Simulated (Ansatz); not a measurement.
Born–Oppenheimer molecular dynamics of C2H6O2Si (11 atoms, charge 0, multiplicity 1). It starts from a relaxed structure.

These are results of Ansatz, RKS PBE-D4/STO-3G, not measurements.

* ensemble: NVT, Nosé–Hoover chain
* time step: 1 fs
* steps asked: 400
* set temperature: 700 K
* thermostat: time constant 100 fs, chain length 3 (defaults)
* seed: 27264

First frame:

```xyz
11
Properties=species:S:1:pos:R:3
C -0.775 1.188 0.172
O 0.089 0.698 1.284
C 0.451 -0.695 0.876
Si 0.527 -0.608 -1.027
O -0.147 1.003 -1.148
H -0.923 2.285 0.348
H -1.791 0.678 0.216
H -0.317 -1.428 1.230
H 1.411 -0.941 1.378
H 1.851 -0.616 -1.637
H -0.309 -1.622 -1.671
```

(1) What does the run give?

(2) What happens to the structure?

(3) How do temperature and energy run in time?

Results:

(1) The run went to its last step.

```yaml
steps_done: 400
time_covered: 400 fs
mean_temperature_over_the_second_half: 698 K
spread_of_the_potential_energy_over_the_second_half: 18.5 meV per atom
mean_potential_energy_of_the_second_half_above_the_start: 74.4 meV per atom
```

The conserved energy stayed within 2.5 meV per atom of its start (net change 1.5 meV per atom), so the integration is sound. A run of 0.4 ps of so small a system gives no equilibrium averages. Limits of this set-up: minimal basis.

(2) The same pairs are bonded in the first frame and the last. Pairs count as bonded within 1.25 times the sum of covalent radii (0.12 Å more for H–H). The details hang on the random start.

(3) 
```csv
time (fs),T (K),potential energy less start (eV),conserved less start (meV/atom)
0.0,700,0.000,0.00
13.0,354,0.412,0.69
26.0,335,0.441,0.44
39.0,517,0.250,0.42
52.0,400,0.411,0.67
65.0,481,0.347,0.29
78.0,511,0.368,0.77
91.0,474,0.448,0.45
104.0,579,0.384,0.55
117.0,460,0.588,0.97
130.0,517,0.559,0.70
143.0,708,0.386,0.58
156.0,391,0.793,1.11
169.0,600,0.579,0.75
182.0,491,0.749,1.31
195.0,565,0.680,0.93
208.0,659,0.602,0.58
221.0,425,0.922,1.86
234.0,638,0.687,0.64
247.0,510,0.884,1.50
260.0,445,0.997,1.53
273.0,797,0.605,0.46
286.0,623,0.867,1.77
299.0,384,1.174,1.08
312.0,795,0.736,1.13
325.0,652,0.960,1.91
338.0,556,1.095,1.30
351.0,778,0.880,1.22
364.0,520,1.234,2.47
377.0,917,0.777,0.53
390.0,800,0.961,2.01
```

Run time: 12 min on 1 thread of AMD EPYC 7R43 64-Core Processor (Zen 3), on a shared host, peak memory 0.1 GiB.
